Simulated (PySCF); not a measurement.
Job file and geometry (Å, from GFN2-xTB) of an NMR shielding run on `OB(O)C1=CC=C[SiH2]1`, C₄H₇BO₂Si, GIAO PBE0/pcSseg-1 NMR shielding, non-relativistic, gas phase in PySCF 2.14.0, density-fitted response routines; density fitting, a coarse starting grid and PySCF grid level 2 are the driver's defaults:

```
$ OMP_NUM_THREADS=1 python probes_run.py task.json out

{"job": {"kind": "nmr", "xc": "PBE0", "basis": "pcSseg-1"}, "charge": 0, "multiplicity": 1}
O     -2.297901     1.381123     1.116897
B     -1.798077     0.407860     0.297126
O     -2.686275    -0.353206    -0.386430
C     -0.285176     0.105653     0.083904
C      0.748279     0.686918     0.724681
C      2.086662     0.244238     0.369961
C      2.158322    -0.708424    -0.568421
Si     0.411170    -1.170784    -1.128313
H     -1.648495     1.902306     1.584421
H     -3.600844    -0.124028    -0.215730
H      0.637032     1.455443     1.482620
H      2.943336     0.686760     0.860744
H      3.098509    -1.108530    -0.909557
H      0.063227    -2.553414    -0.799659
H      0.165817    -0.843924    -2.534157
```

**Question.** Write the output of this run.

**Answer.** 
```
coarse grid: 13568 points
cycle   1  E = -620.7409974483  dE =  1.215e+00  |g| = 9.007e-01  |ddm| = 3.614e+00
cycle   2  E = -620.6184867067  dE =  1.225e-01  |g| = 1.222e+00  |ddm| = 1.478e+00
cycle   3  E = -620.8951357785  dE = -2.766e-01  |g| = 1.053e-01  |ddm| = 8.951e-01
cycle   4  E = -620.8971057897  dE = -1.970e-03  |g| = 5.730e-02  |ddm| = 1.419e-01
cycle   5  E = -620.8979246650  dE = -8.189e-04  |g| = 1.750e-02  |ddm| = 6.536e-02
cycle   6  E = -620.8979943265  dE = -6.966e-05  |g| = 4.560e-03  |ddm| = 1.754e-02
cycle   7  E = -620.8979994196  dE = -5.093e-06  |g| = 7.974e-04  |ddm| = 4.733e-03
final grid: 127992 points
cycle   8  E = -620.9623937992  dE = -3.334e-05  |g| = 8.729e-03  |ddm| = 2.706e-02
cycle   9  E = -620.9623783945  dE =  1.540e-05  |g| = 1.223e-02  |ddm| = 1.638e-02
cycle  10  E = -620.9624107972  dE = -3.240e-05  |g| = 9.172e-04  |ddm| = 9.923e-03
cycle  11  E = -620.9624109618  dE = -1.646e-07  |g| = 3.920e-04  |ddm| = 1.139e-03
cycle  12  E = -620.9624109975  dE = -3.567e-08  |g| = 1.176e-04  |ddm| = 3.771e-04
cycle  13  E = -620.9624110005  dE = -3.043e-09  |g| = 3.338e-05  |ddm| = 1.181e-04
cycle  14  E = -620.9624110008  dE = -2.781e-10  |g| = 6.367e-06  |ddm| = 4.326e-05
converged SCF energy = -620.9624110008

GIAO shielding tensors (ppm)
atom      isotropic    diamagn.    paramagn.     s11        s22        s33       span
  0 O      233.047     387.493    -154.445    127.636    276.509    294.997    167.361
  1 B       75.603     193.882    -118.279     65.112     70.606     91.093     25.981
  2 O      218.143     386.154    -168.011    127.000    259.847    267.582    140.582
  3 C       42.935     264.904    -221.969    -47.038      2.087    173.756    220.794
  4 C       22.706     256.262    -233.556    -99.010     31.068    136.059    235.070
  5 C       31.939     254.332    -222.393    -84.017     41.239    138.595    222.613
  6 C       41.297     261.533    -220.235    -67.578     20.538    170.932    238.511
  7 Si     389.280     881.922    -492.643    321.245    397.934    448.661    127.416
  8 H       27.338      33.246      -5.908     19.980     25.066     36.969     16.990
  9 H       27.658      29.090      -1.432     21.481     23.903     37.589     16.109
 10 H       24.194      34.392     -10.198     21.193     23.197     28.190      6.997
 11 H       24.370      30.682      -6.312     22.426     23.163     27.520      5.094
 12 H       25.048      30.009      -4.961     23.584     25.009     26.550      2.966
 13 H       26.987      29.031      -2.045     23.425     25.474     32.060      8.634
 14 H       27.005      29.033      -2.028     23.474     25.452     32.088      8.614
```

Size and cost of the density-fitted run: 178 basis functions, 31 s wall time on 1 thread of an Arm Neoverse V1, shared host; peak memory 0.85 GiB.
